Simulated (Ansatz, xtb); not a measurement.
# CH5NSSi: which of two isomers lies lower

We compare I, `CN[Si]S`, a singlet, with II, `[H]/N=[Si](/C)S`, a singlet. Both are isolated molecules in the gas phase, relaxed with PBE0-D4/def2-SVP, each in the lowest conformer that the search found.

I (Å):

```yaml
atoms:
  - { symbol: C, position_ang: [-2.0755, 1.1153, 3.4439] }
  - { symbol: N, position_ang: [-0.8099, 0.5931, 2.9833] }
  - { symbol: S, position_ang: [1.8687, -0.0638, 2.0058] }
  - { symbol: Si, position_ang: [0.5190, 1.5727, 2.4907] }
  - { symbol: H, position_ang: [-2.3023, 0.8057, 4.4790] }
  - { symbol: H, position_ang: [-2.9161, 0.7955, 2.8039] }
  - { symbol: H, position_ang: [-2.0494, 2.2165, 3.4276] }
  - { symbol: H, position_ang: [-0.7705, -0.4235, 2.9747] }
  - { symbol: H, position_ang: [2.8775, 0.7506, 1.6316] }
```

II (Å):

```xyz
9

C    -1.5475    1.1192    4.0531
N    -1.2138    0.4686    1.1379
S     1.5299    0.7553    3.1294
Si   -0.5267    0.7397    2.5538
H    -1.3787    0.3689    4.8407
H    -1.2849    2.1056    4.4651
H    -2.6086    1.1147    3.7675
H    -0.6989    0.2566    0.2884
H     1.9862    0.4623    1.8923
```

Energies in hartree; the thermal terms are from PBE0-D4/def2-SVP harmonic frequencies (ideal gas, rigid rotor, one conformer each, 298.15 K, 1 atm) and include the zero-point energy:

```
                              I           II
E, CCSD(T)/def2-SVP  −782.024609  −782.010674
    E, MP2/def2-SVP  −781.954975  −781.947582
  E, MP2/def2-TZVPP  −782.448007  −782.451665
  zero-point energy     0.065032     0.061265
       H(298 K) − E     0.072109     0.068752
       G(298 K) − E     0.035308     0.031097
```

Problem. Correct the CCSD(T) difference for the basis set by the MP2 change, then work out ΔE, ΔE₀, ΔH and ΔG for I → II in kJ/mol (1 Eh = 2625.50 kJ/mol) and the equilibrium ratio [II]/[I].

Solution. 1. Differences II − I: CCSD(T) +0.013935, MP2 in the small set +0.007393, MP2 in the large set −0.003658 Eh.
2. ΔE = +0.013935 + (−0.003658 − (+0.007393)) = +0.002884 Eh = +7.57 kJ/mol.
3. ΔE₀ = ΔE + ΔZPE = +0.002884 + (−0.003767) Eh = −2.32 kJ/mol.
4. ΔH = ΔE + (−0.003357) Eh = −1.24 kJ/mol.
5. ΔG = ΔE + (−0.004211) Eh = −3.48 kJ/mol, so ΔS = (ΔH − ΔG)/T = +7.5 J/(mol K).
6. kT = 0.9442 mEh, so K = [II]/[I] = exp(−ΔG/kT) = exp(+1.41) ≈ 4.1.

The two are too close for this level to say which is favoured. An error of 4 kJ/mol in ΔG would change K by a factor of 5. The basis-set step is large, which makes the value less sure. GFN2-xTB gave ΔE the other sign. Mirror images and further conformers aren't counted.

As drawn, II has 1 N=Si, 1 C–Si in place of 1 C–N, 1 N–Si.

Other levels gave ΔE = −10.5 (GFN2-xTB); +158.6 (HF/STO-3G, GFN2-xTB geometries); +19.6 (r2SCAN-D4/def2-SVP, GFN2-xTB geometries); +34.3 (PBE0-D4/def2-SVP); +55.3 (HF/def2-SVP); +19.4 (MP2/def2-SVP); +36.6 (CCSD(T)/def2-SVP) kJ/mol. The correlated steps freeze 12 core orbitals. Programs: Ansatz 0.2.0, xtb 6.7.1.
